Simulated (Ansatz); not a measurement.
Gas-phase electronic energies from Ansatz, PBE0-D4/def2-TZVP geometries. CBS: MP2 limit from def2 TZ/QZ plus the TZ coupled-cluster correction, frozen cores. This one scheme is used for every species. DFT in def2-TZVPP. HSE06 is defined as in plane-wave codes. Elements past krypton have def2 core potentials. For In outer-core shells are correlated without core-valence functions, which leaves a few kJ/mol of doubt a bond. Each species was taken in one conformer, which may not be the lowest.

`BB[CH2][InH2]` + `[OH][AlH2]` → `BB[O][AlH2]` + `[CH3][InH2]`  (ligand exchange at a B–C bond)

```tsv
level	ΔE (kJ/mol)	difference from CCSD(T)/CBS
LDA (SPW92)	-49.2	15.5
PBE0-D4	-67.8	-3.1
ωB97M-V	-74.9	-10.2
r2SCAN	-67.3	-2.6
PBE0	-71.7	-7.0
HSE06	-71.4	-6.7
LC-ωPBE	-81.8	-17.1
RPA@PBE/def2-TZVPP	-73.4	-8.7
MP2/def2-TZVPP	-66.7	-2.0
HF/CBS(def2)	-127.5	-62.8
CCSD(T)/CBS	-64.7	0
```

Largest T1 diagnostic among the species: 0.014.

Leaving LDA and LC-ωPBE aside and taking each functional with its dispersion term where it has one, the values, not all of them listed here, spread over 34.2 kJ/mol, from BHLYP-D4 to PBE-D4. LDA lies +15.4 kJ/mol from PBE without D4. From PBE to PBE0 (25 % exact exchange), in def2-TZVPP and without D4, ΔE moves by −7.0 kJ/mol.

CCSD(T)/CBS has its own doubt, a few kJ/mol and more with outer-core shells, so smaller differences from it don't rank the levels.
